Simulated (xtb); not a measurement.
Input file for xtb: GFN1-xTB on PN-, 2S+1 = 2, a spin state set in the input, which need not be the lowest, a point of a bond scan (R = 1.511 Å). Charge -1.

```
$ xtb mol.xyz --gfn 1 --sp --chrg -1 --uhf 1
2

N      0.00000000     0.00000000     0.00000000
P      0.00000000     0.00000000     1.51089600
```

Output:

```
[...]
           -------------------------------------------------
          |                Calculation Setup                |
           -------------------------------------------------



           -------------------------------------------------
          |                 G F N 1 - x T B                 |
           -------------------------------------------------

        Reference                      10.1021/acs.jctc.7b00118
      * Hamiltonian:
        H0-scaling (s, p, d)           1.850000    2.250000    2.000000
        zeta-weighting                 0.000000
      * Dispersion:
        s8                             2.400000
        a1                             0.630000
        a2                             5.000000
        s9                             0.000000
      * Repulsion:
        kExp                           1.500000
        rExp                           1.000000
      * Coulomb:
        alpha                          2.000000
        third order                    atomic
        anisotropic                    false
      * Halogen bond correction:
        rad-scale                      1.300000
        damping                        0.440000


          ...................................................
          :                      SETUP                      :
          :.................................................:
          :  # basis functions                  14          :
          :  # atomic orbitals                  13          :
          :  # shells                            5          :
          :  # electrons                        11          :
          :  # halogen bonds                     0          :
          :  max. iterations                   250          :
          :  Hamiltonian                  GFN1-xTB          :
          :  restarted?                      false          :
          :  GBSA solvation                  false          :
          :  PC potential                    false          :
          :  electronic temp.          300.0000000     K    :
          :  accuracy                    1.0000000          :
          :  -> integral cutoff          0.2500000E+02      :
          :  -> integral neglect         0.1000000E-07      :
          :  -> SCF convergence          0.1000000E-05 Eh   :
          :  -> wf. convergence          0.2000000E-04 e    :
          :  Broyden damping             0.4000000          :
          :  net charge                         -1          :
          :  unpaired electrons                  1          :
          ...................................................

 iter      E             dE          RMSdq      gap      omega  full diag
   1     -5.8242670 -0.582427E+01  0.110E+01    0.00       0.0  T
   2     -5.7681683  0.560987E-01  0.795E+00    0.00       1.0  T
   3     -5.8801829 -0.112015E+00  0.630E+00    0.00       1.0  T
   4     -5.9263194 -0.461366E-01  0.114E-01    0.00       1.0  T
   5     -5.9263324 -0.129685E-04  0.533E-02    0.00       1.3  T
   6     -5.9263355 -0.311977E-05  0.704E-04    0.00     100.5  T
   7     -5.9263355 -0.453304E-09  0.236E-04    0.00     299.4  T
   8     -5.9263355 -0.269766E-10  0.304E-06    0.00   23294.2  T
   9     -5.9263355 -0.444089E-14  0.437E-08    0.00  100000.0  T

   *** convergence criteria satisfied after 9 iterations ***

         #    Occupation            Energy/Eh            Energy/eV
      -------------------------------------------------------------
         1        2.0000           -0.3764831             -10.2446
         2        2.0000           -0.2486267              -6.7655
         3        2.0000           -0.0756403              -2.0583
         4        2.0000           -0.0756403              -2.0583
         5        2.0000           -0.0565151              -1.5379
         6        0.5000            0.0791487               2.1537 (HOMO)
         7        0.5000            0.0791487               2.1537 (LUMO)
         8                          0.2817032               7.6655
         9                          0.3649935               9.9320
        10                          0.3649935               9.9320
        11                          0.5083476              13.8328
       ...                                ...                  ...
        13                          1.7130000              46.6131
      -------------------------------------------------------------
                  HL-Gap            0.0000000 Eh            0.0000 eV
             Fermi-level            0.0452327 Eh            1.2308 eV

 SCC (total)                   0 d,  0 h,  0 min,  0.002 sec
 SCC setup                      ...        0 min,  0.000 sec (  4.087%)
 Dispersion                     ...        0 min,  0.000 sec (  2.055%)
 classical contributions        ...        0 min,  0.000 sec (  1.130%)
 integral evaluation            ...        0 min,  0.000 sec ( 20.174%)
 iterations                     ...        0 min,  0.001 sec ( 48.586%)
 molecular gradient             ...        0 min,  0.000 sec ( 14.561%)
 printout                       ...        0 min,  0.000 sec (  8.966%)

         :::::::::::::::::::::::::::::::::::::::::::::::::::::
         ::                     SUMMARY                     ::
         :::::::::::::::::::::::::::::::::::::::::::::::::::::
         :: total energy              -5.884674018455 Eh    ::
         :: gradient norm              0.076813459479 Eh/a0 ::
         :: HOMO-LUMO gap              0.000000000000 eV    ::
         ::.................................................::
         :: SCC energy                -5.926335527417 Eh    ::
         :: -> electrostatic           0.221782573872 Eh    ::
         :: repulsion energy           0.041954210008 Eh    ::
         :: dispersion energy         -0.000292701045 Eh    ::
         :: halogen bond corr.         0.000000000000 Eh    ::
         :: add. restraining           0.000000000000 Eh    ::
         :: total charge              -1.000000000000 e     ::
         :::::::::::::::::::::::::::::::::::::::::::::::::::::

           -------------------------------------------------
          |                Property Printout                |
           -------------------------------------------------

    * Orbital Energies and Occupations

         #    Occupation            Energy/Eh            Energy/eV
      -------------------------------------------------------------
         1        2.0000           -0.3764831             -10.2446
         2        2.0000           -0.2486267              -6.7655
         3        2.0000           -0.0756403              -2.0583
         4        2.0000           -0.0756403              -2.0583
         5        2.0000           -0.0565151              -1.5379
         6        0.5000            0.0791487               2.1537 (HOMO)
         7        0.5000            0.0791487               2.1537 (LUMO)
         8                          0.2817032               7.6655
         9                          0.3649935               9.9320
        10                          0.3649935               9.9320
        11                          0.5083476              13.8328
        12                          0.5083476              13.8328
        13                          1.7130000              46.6131
      -------------------------------------------------------------
                  HL-Gap            0.0000000 Eh            0.0000 eV
             Fermi-level            0.0452327 Eh            1.2308 eV

  Mulliken/CM5 charges         n(s)   n(p)   n(d)
     1N    -0.80620 -0.87081   1.681  4.125  0.000
     2P    -0.19380 -0.12919   1.851  3.040  0.303

Wiberg/Mayer (AO) data.
largest (>0.10) Wiberg bond orders for each atom

 ---------------------------------------------------------------------------
Note: The following floating-point exceptions are signalling: IEEE_DENORMAL
normal termination of xtb
     #   Z sym  total        # sym  WBO       # sym  WBO       # sym  WBO
 ---------------------------------------------------------------------------
     1   7 N    2.538 --     2 P    2.538
     2  15 P    2.538 --     1 N    2.538
 ---------------------------------------------------------------------------

Topologies differ in total number of bonds
Writing topology from bond orders to xtbtopo.mol

 dipole moment from electron density (au)
     X       Y       Z
   0.0000  -0.0000  -0.1766  total (Debye):    0.449


           -------------------------------------------------
          | TOTAL ENERGY               -5.884674018455 Eh   |
          | GRADIENT NORM               0.076813459479 Eh/α |
          | HOMO-LUMO GAP               0.000000000000 eV   |
           -------------------------------------------------

------------------------------------------------------------------------
------------------------------------------------------------------------
 total:
 SCF:
```

The run finished.

Cost: about 0.03 core-seconds (a rough figure).
